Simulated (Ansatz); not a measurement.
Reaction (ligand exchange at the Si–O bond): `[SiH3]O[SiH](S)Cl` + CH₃NH₂ → `CN[SiH](S)Cl` + `O[SiH3]`

Gas-phase electronic energies from Ansatz, PBE0-D4/def2-TZVP geometries. CBS: MP2 limit from def2 TZ/QZ plus the TZ coupled-cluster correction, frozen cores. Functionals use def2-TZVPP. B3LYP here is the variant with VWN-RPA as its local correlation; programs differ in this. Each species was taken in one conformer, which may not be the lowest.

```csv
level,ΔE (kJ/mol),difference from CCSD(T)/CBS
PBE-D4,43.8,-7.7
PBE0-D4,47.1,-4.4
B3LYP-D4,52.9,1.4
ωB97M-V,50.4,-1.1
B2PLYP,53.0,1.5
HF/def2-TZVPP,65.5,14.0
SCS-MP2/def2-TZVPP,53.2,1.7
CCSD/def2-TZVPP,54.3,2.8
MP2/def2-QZVPP,49.7,-1.8
SCS-MP2/def2-QZVPP,53.2,1.7
CCSD(T)/CBS,51.5,0
```

Largest T1 diagnostic among the species: 0.011.

From PBE to PBE0 (25 % exact exchange), in def2-TZVPP and without D4, ΔE moves by +3.1 kJ/mol. In def2-TZVPP, CCSD(T) changes the Hartree–Fock value by −13.1 kJ/mol (the triples alone add −2.0 kJ/mol) and MP2 by −15.8 kJ/mol.
